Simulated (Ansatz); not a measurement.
Cost and result up the ladder for Si(eta1-allyl)H3 (C3H8Si) (12 atoms). Total charge 0; singlet. Geometry: r2SCAN-D4/def2-SVP.

Cartesian coordinates in Å:
```
C -0.0945 0.8013 -0.1648
C -1.0590 -0.3355 -0.0401
C -1.5423 -0.8252 1.1091
Si 1.6458 0.2110 -0.6401
H -0.4214 1.5140 -0.9441
H -0.0197 1.3646 0.7817
H -1.3581 -0.8158 -0.9827
H -1.2735 -0.3852 2.0764
H -2.2245 -1.6796 1.1204
H 1.5871 -0.5899 -1.9016
H 2.2124 -0.6439 0.4454
H 2.5478 1.3841 -0.8595
```

Ansatz on 2 threads of Arm Neoverse V1 on a shared host. Times are rough, and most runs start from the orbitals of an earlier one. CAM-B3LYP-D4/def2-TZVP serves as the yardstick here, not as an exact answer. Differences are given only for rows in sets of like size (and for xTB, whose basis is part of the method), since another set adds its own error. Binding counts from free atoms at the same level (C triplet, Si triplet, H doublet; other spins of the atoms weren't run), without zero-point energy or a counterpoise term.

Correlated methods freeze 8 core orbitals. Another isomer (singlet) lies 0.34 eV lower at PBE0-D4/def2-TZVP; other spin states weren't run for this one.

Correlated methods converge slowly with the basis.

```tsv
level	functions	binding energy per atom (eV)	difference from CAM-B3LYP-D4/def2-TZVP (eV)
CCSD(T)/def2-TZVP	178	3.73	-0.14
r2SCAN0-D4/def2-TZVP	178	3.83	-0.05
BHLYP-D4/def2-TZVP	178	3.79	-0.09
r2SCAN-D4/def2-TZVP	178	3.86	-0.01
PBE0-D4/def2-SVP	100	3.89	–
PBE0-D4/def2-TZVP	178	3.87	-0.01
PBE-D4/def2-SVP	100	3.92	–
CAM-B3LYP-D4/def2-TZVP	178	3.87	0.00
PBE-D4/def2-TZVP (with forces)	178	3.90	0.03
```

Q: Estimate how long each takes.

A: PBE-D4/def2-SVP 1.3 s; PBE0-D4/def2-SVP 1.4 s; PBE-D4/def2-TZVP (with forces) 2.8 s; BHLYP-D4/def2-TZVP 2.9 s; PBE0-D4/def2-TZVP 2.9 s; CAM-B3LYP-D4/def2-TZVP 3 s; r2SCAN-D4/def2-TZVP 4 s; r2SCAN0-D4/def2-TZVP 4.6 s; CCSD(T)/def2-TZVP 41 s. On shared hardware such times vary by a factor of up to 3.
